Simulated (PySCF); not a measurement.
BClH, SMILES [BH]Cl (connectivity only; charge and spin as stated), charge +1, multiplicity 1.

Geometry optimised at TPSSh-D3(BJ)/def2-TZVPD. The spin state was assumed, not searched. The isomer is the one that the SMILES or the coordinates give; other isomers of the formula were not compared.

Method: PySCF with PBE/def2-TZVPD.

```json
{
 "total_energy": "-485.10420 hartree",
 "point_group": "C∞v",
 "highest_occupied_level": "-17.26 eV",
 "lowest_empty_level": "-10.41 eV",
 "orbital_gap": "6.85 eV",
 "dipole_moment_about_the_centre_of_nuclear_charge": "2.83 D",
 "mean_static_polarisability": "21.1 bohr³ (3.12 Å³)",
 "polarisability_principal_values": "17.1, 17.1, 28.9 bohr³"
}
```
